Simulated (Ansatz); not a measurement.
CH$_{4}$FNbOS (`[CH3][Nb]([OH])([F])=[S]`), relaxed with RKS PBE0-D4/def2-TZVP in Ansatz from a PBE-D4/def2-SVP geometry. The force threshold is 0.005 eV/Å; the program also tests the step.

The species carries charge 0 and has multiplicity 1. Nb takes the def2 core potential.

Start:

```xyz
9

C    -1.124   -0.127   -0.794
Nb    0.480    0.466    0.495
O     1.929   -0.667    0.081
F     0.791    2.301    0.235
S    -0.257    0.051    2.485
H    -1.388   -1.196   -0.660
H    -2.031    0.480   -0.588
H    -0.804    0.038   -1.848
H     2.405   -1.345    0.594
```

By how much does the energy fall, and how many steps does the optimiser take? (Estimate.)

The calculation gave: 0.87 kcal/mol, in 4 steps.

Which bonds change most? (An estimate is asked.)

Ansatz gave: Nb2–S5 from 2.162 to 2.138 Å; C1–H6 from 1.110 to 1.093 Å; C1–H8 from 1.114 to 1.097 Å; C1–H7 from 1.111 to 1.094 Å.

Give the relaxed structure. (Estimate.)

Computed: 
```xyz
9

C    -1.120   -0.127   -0.792
Nb    0.473    0.458    0.498
O     1.920   -0.654    0.083
F     0.793    2.275    0.233
S    -0.256    0.047    2.465
H    -1.379   -1.180   -0.654
H    -2.010    0.476   -0.589
H    -0.803    0.032   -1.830
H     2.382   -1.327    0.586
```
